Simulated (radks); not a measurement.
Question: The mean radii <r> (bohr) of the occupied orbitals of an atom or ion are listed with their occupations. All-electron calculation, Dirac Kohn-Sham, PBE, spin-unpolarised, spherical densities, finite nucleus; Fermi nuclear charge, rms radius of each element as measured or else 0.836 A^(1/3) + 0.57 fm. Program: a radial shooting solver on a logarithmic mesh with Libxc functionals.

| orbital | occ. | <r> |
|---|---|---|
| 1s1/2 | 2 | 0.02666 |
| 2s1/2 | 2 | 0.1142 |
| 2p1/2 | 2 | 0.09621 |
| 2p3/2 | 4 | 0.1020 |
| 3s1/2 | 2 | 0.3061 |
| 3p1/2 | 2 | 0.2962 |
| 3p3/2 | 4 | 0.3078 |
| 3d3/2 | 4 | 0.2787 |
| 3d5/2 | 6 | 0.2824 |
| 4s1/2 | 2 | 0.7167 |
| 4p1/2 | 2 | 0.7458 |
| 4p3/2 | 4 | 0.7736 |
| 4d3/2 | 4 | 0.8699 |
| 4d5/2 | 6 | 0.8807 |
| 5s1/2 | 2 | 1.826 |
| 5p1/2 | 2 | 2.127 |
| 5p3/2 | 3 | 2.221 |

Name the element and its charge. Open shells, if any, fill j = l - 1/2 first.

Answer: Z = 54, xenon, charge +1: Xe+ in [Kr] 4d10 5s2 5p5. The 1s radius gives Z: for a bare nucleus <r> = (2 gamma + 1)/(2Z) with gamma = sqrt(1 - (Z/c)^2), 0.02628 bohr for Z = 54, and screening makes it slightly larger (0.02666 here). The occupations add up to 53, and the charge is Z minus that.
